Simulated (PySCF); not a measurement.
A structure optimised at PBE-D3(BJ)/def2-TZVPD, used in a PySCF frequency run:

```
S
O 1 1.5160
H 1 1.3931 2 104.87
```
Charge 0, spin multiplicity 2.

Task: Write its SMILES, formula and point group.

Result: [O]S, HOS, Cs

Task: What are its rotational constants (standard atomic weights)?

Result: 291.42, 19.962, 18.682 GHz
